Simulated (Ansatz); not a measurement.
```yaml
crystal:
  periodic: [true, true, true]
  atoms:
    - {symbol: C, position_ang: [-0.548303, -0.701489, 0.994850]}
    - {symbol: N, position_ang: [0.004070, -0.007764, 0.003367]}
    - {symbol: C, position_ang: [1.135025, -0.556197, -0.432271]}
    - {symbol: Sc, position_ang: [-0.694519, 1.489208, -0.666205]}
    - {symbol: Cl, position_ang: [0.372872, 2.410646, -2.258051]}
    - {symbol: Cl, position_ang: [-2.509317, 2.168114, 0.210413]}
    - {symbol: H, position_ang: [0.073796, -0.766670, 1.789026]}
    - {symbol: H, position_ang: [-0.768802, -1.644561, 0.705041]}
    - {symbol: H, position_ang: [-1.400704, -0.267509, 1.306048]}
    - {symbol: H, position_ang: [1.532564, -0.014410, -1.180741]}
    - {symbol: H, position_ang: [0.980228, -1.493668, -0.777407]}
    - {symbol: H, position_ang: [1.823109, -0.615693, 0.305941]}
basis:
  gaussian: {orbitals: def2-SVPD, nuclear_model: gaussian}
magnetization: {spin_polarized: true, initial_magnetization: 0}
hamiltonian: {xc: {name: wB97X-V}}
scf: {lower_state_search: full}
output: {forces: true}
```

```sh
$ ansatz run in.yaml --threads 4 --pin off --events-out ev --progress --plain --max-ram 11315MiB
```

It prints (some lines left out):

```
Error: YAML parse error: error: line 2 column 3: crystal: missing field `lattice` (a structure is typed as `lattice` and `atoms`, a molecule's as `atoms` in Å alone, or read from a run's directory, `checkpoint`)
 --> <input>:2:3
1 | crystal:
2 |   periodic: [true, true, true]
3 |   atoms:
4 |     - {symbol: C, position_ang: [-0.548303, -0.701489, 0.994850]}
```

Task: What is wrong with this run?

Result: The molecule is marked periodic without a cell. The program refused the input.
